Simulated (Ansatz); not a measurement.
Geometry optimisation, RKS PBE/def2-SVP (Ansatz 0.2.0).

input.yaml

```yaml
crystal:
  periodic: [false, false, false]
  atoms:
    - { symbol: As, position_ang: [-0.7234, 2.4315, 0.2193] }
    - { symbol: C, position_ang: [0.0681, 0.6955, 0.189] }
    - { symbol: O, position_ang: [-0.963, -0.2769, 0.1046] }
    - { symbol: Sn, position_ang: [0.046, -2.0442, 0.0996] }
    - { symbol: H, position_ang: [-0.39674, 2.70283, 1.70725] }
    - { symbol: H, position_ang: [-2.17259, 1.89688, 0.58066] }
    - { symbol: H, position_ang: [0.7684, 0.6418, -0.6921] }
    - { symbol: H, position_ang: [0.6995, 0.6056, 1.1197] }
    - { symbol: H, position_ang: [1.0345, -2.1407, -1.2452] }
    - { symbol: H, position_ang: [0.9159, -2.2404, 1.5907] }
    - { symbol: H, position_ang: [-1.2445, -3.3202, 0.0376] }
basis:
  gaussian: { orbitals: def2-SVP }
hamiltonian:
  xc: pbe
relax:
  f_tol: 0.015
  max_steps: 40
```

Command:

```bash
$ ansatz run input.yaml --threads 2 --pin off --max-ram 3072MiB --backend cpu --events-out ev --progress --plain --runs-dir out
```

Question: Where does it end, and by what steps?

Answer: The run converged. The force dipped under the threshold on the way, but the program's further checks kept it going. After 24 steps the energy has fallen by 0.488 eV; H5 moved furthest, 1.14 Å.

```csv
step,energy less start (eV),largest force component (eV/Å),accepted
0,0.0000,1.796,yes
1,-0.2256,1.396,yes
2,-0.3263,0.652,yes
3,-0.3382,0.853,yes
4,-0.3608,0.410,yes
5,-0.3760,0.258,yes
6,-0.3935,0.513,yes
7,-0.4514,0.182,yes
8,-0.4752,0.080,yes
9,-0.4693,0.497,no
10,-0.4793,0.044,yes
11,-0.4793,0.148,no
12,-0.4818,0.019,yes
13,-0.4837,0.020,yes
14,-0.4854,0.056,yes
15,-0.4852,0.116,no
16,-0.4863,0.046,yes
17,-0.4865,0.038,yes
18,-0.4872,0.037,yes
19,-0.4873,0.026,yes
20,-0.4870,0.060,no
21,-0.4874,0.010,yes
22,-0.4875,0.017,yes
23,-0.4875,0.020,yes
24,-0.4875,0.012,yes
```

```xyz
11
Properties=species:S:1:pos:R:3
As -0.648 2.569 0.576
C 0.251 0.796 0.270
O -0.638 -0.269 0.435
Sn 0.015 -2.181 0.197
H -1.351 2.091 1.860
H -1.870 2.199 -0.284
H 0.688 0.865 -0.759
H 1.114 0.781 0.984
H 0.588 -2.348 -1.430
H 1.287 -2.452 1.341
H -1.403 -3.099 0.521
```

Time of the run: 49 s on 2 threads of Intel(R) Xeon(R) Platinum 8488C (Sapphire Rapids), with other jobs on the host, peak memory 0.19 GiB.
